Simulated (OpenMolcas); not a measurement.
S+: thermal populations, Slater's ratio, worked from levels

```yaml
Program: OpenMolcas 26.06
Basis: ANO-L-VQZP [6s5p3d2f]
Scalar_Hamiltonian: non-relativistic, point nucleus
Active_space: 3 electrons in 3 orbitals (3p)
State_averaging: 2S+1 = 4 odd, 1 root; 2S+1 = 2 odd, 8 roots
Spin-orbit_coupling: RASSI with atomic mean-field integrals over the reference wave functions, term energies averaged over their components
```

Methods: CASSCF; SS-CASPT2, IPEA 0.25 Eh, imaginary shift 0.1 Eh (closed shells correlated: 2s 2p 3s). Measured levels: NIST Handbook of Basic Atomic Spectroscopic Data.

**Thermal populations.** Z = Σ (2J + 1) exp(-E/kT) with k = 0.695035 cm-1/K, over the levels below. No other level of either list lies under 79300 cm-1, which is above 7 kT at each temperature.

| Level | 2J + 1 | SS-CASPT2 | measured |
| --- | --- | --- | --- |
| 3s2 3p3 4S* 3/2 | 4 | 0.0 | 0.0 |
| 3s2 3p3 2D* 3/2 | 4 | 15480 | 14853 |
| 3s2 3p3 2D* 5/2 | 6 | 15510 | 14885 |
| 3s2 3p3 2P* 1/2 | 2 | 26110 | 24525 |
| 3s2 3p3 2P* 3/2 | 4 | 26140 | 24572 |

```csv
T (K),"Z, SS-CASPT2","Z, measured levels","Ground level (%), SS-CASPT2","Ground level (%), measured levels"
8000,4.670,4.762,85.6,84.0
12000,5.821,5.997,68.7,66.7
```

At 12000 K, kT = 8340 cm-1, and the computed levels give Z = 4.000 + 0.625 + 0.934 + 0.087 + 0.174 = 5.821.

**Slater's ratio.** With one set of orbitals, p3 has 2D* - 4S* = 9 F2 and 2P* - 2D* = 6 F2 (F2 = F²/25), a ratio of 2/3. Term energies are centres of gravity, weighted by 2J + 1.

| Source | 2D* - 4S* | 2P* - 4S* | F2 from the first | Ratio |
| --- | --- | --- | --- | --- |
| CASSCF | 19236 | 31911 | 2137 | 0.659 |
| SS-CASPT2 | 15498 | 26127 | 1722 | 0.686 |
| measured | 14872 | 24556 | 1652 | 0.651 |

Energies in cm-1. A ratio away from 2/3 shows effects beyond one configuration with one set of orbitals, and in heavier atoms second-order spin-orbit shifts.

CASPT2 does not keep the components of a term degenerate, so their means are used; among the terms shown or strongly mixed into the levels shown the widest spread is 250 cm-1 (3s2 3p3 2D*, SS-CASPT2). With the s shell closed, the reference lacks s² → p² mixing. Without dynamic correlation excited terms often stand tens of per cent too high (terms of higher spin than the ground term too low), and those without a measured partner can miss by more than the paired ones (holds for CASSCF). Computed and measured levels are paired by configuration, term and J; levels that our copy of the source lacks, or whose pairing is in doubt (as where it misses far off the trend of its configuration), stay unpaired and out of the deviations. Only configurations of the active space appear.

* marks odd parity.
